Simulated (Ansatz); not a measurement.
`N[SiH](O)N[SiH3]` → `NN[SiH3]` + `O[SiH]`  (silylene formation by 1,1-elimination)

Program: Ansatz. Geometries: PBE0-D4/def2-TZVP. ΔE: electronic, gas phase. CBS: MP2 limit from def2 TZ/QZ plus the TZ coupled-cluster correction, frozen cores. This one scheme is used for every species. Functionals use def2-TZVPP. Each species was taken in one conformer, which may not be the lowest.

`N[SiH](O)N[SiH3]`:

```xyz
13

N     0.959   -1.612    1.371
Si    0.926   -0.137    0.517
O     0.479    1.238    1.306
N    -0.205   -0.339   -0.762
Si   -1.193    0.881   -1.483
H     0.115   -2.100    1.623
H     1.721   -1.835    1.991
H     2.323    0.152    0.122
H    -0.408    1.278    1.669
H    -0.191   -1.231   -1.234
H    -2.126    1.475   -0.487
H    -1.993    0.233   -2.557
H    -0.408    1.996   -2.076
```

`NN[SiH3]`:

```xyz
9

N     0.147   -1.518   -0.538
N     0.695   -0.255   -0.247
Si   -0.219    1.049    0.388
H    -0.340   -1.894    0.267
H    -0.510   -1.444   -1.306
H     1.699   -0.260   -0.287
H    -0.884    0.700    1.679
H    -1.307    1.442   -0.552
H     0.721    2.181    0.596
```

`O[SiH]`:

```xyz
4

O     0.636    0.273    0.354
Si   -0.863   -0.010   -0.294
H     0.713    1.112    0.815
H    -0.486   -1.376   -0.875
```

CCSD(T)/CBS gives +5.40 eV.

(1) Another level gave +5.59 eV. Which?
A. PBE/def2-TZVPP
B. BHLYP/def2-TZVPP
C. MP2/def2-TZVPP
D. PBE-QIDH/def2-TZVPP

Largest T1 diagnostic among the species: 0.016.

Results:

(1) C. MP2/def2-TZVPP 5.59, BHLYP 5.31, PBE-QIDH 5.52, PBE 4.90 eV.

From PBE to PBE0 (25 % exact exchange), in def2-TZVPP and without D4, ΔE moves by +0.27 eV. At CCSD(T), def2-SVP lies −0.54 eV from the extrapolated value and def2-TZVPP −0.09 eV. The D4 term adds +0.20 eV with B3LYP and +0.11 eV with PBE0; it sums over pairs of atoms, weighted by their polarisabilities, and B3LYP, whose exchange is more repulsive, gets the larger term.

CCSD(T)/CBS has its own doubt, a few kJ/mol and more with outer-core shells, so smaller differences from it don't rank the levels.

B3LYP here is the variant with VWN-RPA as its local correlation; programs differ in this.
